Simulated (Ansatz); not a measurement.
Br$_{2}$Sb, charge +1, singlet, geometry from GFN2-xTB (core potentials on Sb). Base run: PBE/def2-SV(P) (Ansatz, a quantum-chemistry and plane-wave program).

Ansatz was given this input:
Ansatz 0.2 input:
```yaml
crystal:
  periodic: [false, false, false]
  atoms:
    - {symbol: Sb, position_ang: [0.80022647, 0.43653749, 0.25183252]}
    - {symbol: Br, position_ang: [-0.95108613, 1.05498921, -1.39399681]}
    - {symbol: Br, position_ang: [-0.21495815, -1.69108670, 1.02704085]}
basis:
  gaussian:
    orbitals: def2-SV_P_.json
hamiltonian:
  xc: pbe
total_charge: 1
```
The basis file holds def2-SV(P) in the JSON format of the Basis Set Exchange.

The base run was repeated with changes; each row names its change, and settings that it needs were set with it.

| change | basis functions | E (Eh) |
|---|---|---|
| base | 90 | -5386.94414 |
| basis = STO-3G | [?] | [?] |
| basis = 3-21G | 79 | -11410.68856 |
| basis = def2-SVP | 90 | -5386.94414 |
| basis = def2-SVPD | 114 | -5386.95067 |
| basis = def2-TZVP | 146 | -5387.58065 |
| basis = def2-TZVPP | 146 | -5387.58065 |
| basis = def2-TZVPD | [?] | [?] |
| basis = def2-QZVP | 232 | -5387.69353 |
| basis = def2-QZVPP | [?] | [?] |

**Question.** Fill in the missing entries.

**Answer.** 
- basis = STO-3G, basis functions: 63
- basis = STO-3G, E (Eh): -11343.80632
- basis = def2-TZVPD, basis functions: 170
- basis = def2-TZVPD, E (Eh): -5387.58133
- basis = def2-QZVPP, basis functions: 260
- basis = def2-QZVPP, E (Eh): -5387.69360

Totals compare only among sets that treat the same electrons; sets with core potentials leave the core out.
